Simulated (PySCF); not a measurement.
Species: C₃H₄AlN.
SMILES: `C#[C][AlH2-][N+]#C`

The closed-shell ground state was solved at several levels (PySCF, density fitting, gas phase, non-relativistic). Isolated species at its PBE0-D3(BJ)/def2-SVP geometry, gas phase.

```json
{"level": "PBE0/6-31G*", "basis functions": "82", "HOMO (eV)": "-6.87", "LUMO (eV)": "-1.26", "gap (eV)": "5.61", "dipole (D)": "6.67"}
{"level": "PBE0/def2-TZVP", "basis functions": "185", "HOMO (eV)": "-7.15", "LUMO (eV)": "-1.62", "gap (eV)": "5.53", "dipole (D)": "6.64"}
{"level": "PBE0/6-311+G(2d,p)", "basis functions": "167", "HOMO (eV)": "-7.17", "LUMO (eV)": "-1.69", "gap (eV)": "5.48", "dipole (D)": "6.62"}
{"level": "PBE0/cc-pVTZ", "basis functions": "210", "HOMO (eV)": "-7.13", "LUMO (eV)": "-1.57", "gap (eV)": "5.56", "dipole (D)": "6.63"}
{"level": "PBE0/pcSseg-0", "basis functions": "57", "HOMO (eV)": "-7.18", "LUMO (eV)": "-1.60", "gap (eV)": "5.58", "dipole (D)": "6.93"}
{"level": "PBE0/aug-cc-pVDZ", "basis functions": "155", "HOMO (eV)": "-7.15", "LUMO (eV)": "-1.68", "gap (eV)": "5.47", "dipole (D)": "6.56"}
{"level": "PBE0/IGLO-III", "basis functions": "224", "HOMO (eV)": "-7.17", "LUMO (eV)": "-1.69", "gap (eV)": "5.48", "dipole (D)": "6.63"}
{"level": "PBE0/def2-SVP", "basis functions": "94", "HOMO (eV)": "-7.06", "LUMO (eV)": "-1.49", "gap (eV)": "5.57", "dipole (D)": "6.68"}
```

(1) Estimate the row for PBE0/cc-pVDZ, a basis of 94 functions; the other rows only guide the guess.

(2) How much does the basis alone move the frontier levels among the 9 PBE0 rows (the withheld one included)?

(3) How far do the dipole and the HOMO energy spread over the levels?

Results:

(1) HOMO -7.01 eV, LUMO -1.37 eV, gap 5.64 eV, dipole 6.57 D.

(2) The HOMO by 0.31 eV and the LUMO by 0.43 eV. By rising basis size (HOMO, LUMO in eV): pcSseg-0 -7.18, -1.60; 6-31G* -6.87, -1.26; def2-SVP -7.06, -1.49; cc-pVDZ -7.01, -1.37; aug-cc-pVDZ -7.15, -1.68; 6-311+G(2d,p) -7.17, -1.69; def2-TZVP -7.15, -1.62; cc-pVTZ -7.13, -1.57; IGLO-III -7.17, -1.69.

(3) The dipole runs from 6.56 to 6.93 D (mean 6.66 D) and the HOMO from -7.18 to -6.87 eV.
